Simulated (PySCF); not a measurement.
Si(F)2(OH)(SMe) (CH₄F₂OSSi), SMILES F[Si](SC)(F)O. Coordinates come from a PBE-D3(BJ)/def2-SVP optimisation. This is a generated structure with no PubChem entry under its InChIKey; it may be hypothetical. The values are those of a single conformer.

Computed equilibrium geometry at PBE-D3(BJ)/def2-SVP (PySCF confirms it by a frequency run) as a Z-matrix (one conformer of several):
```
Si
F 1 1.6230
F 1 1.6313 2 105.42
O 1 1.6558 2 112.41 3 116.58
H 4 0.9741 1 115.37 2 -85.68
S 1 2.1080 2 107.33 3 -122.43
C 6 1.8444 1 98.28 2 -170.64
H 7 1.1054 6 110.46 1 52.02
H 7 1.1056 8 109.63 6 -116.49
H 7 1.1063 8 110.41 9 -120.32
```
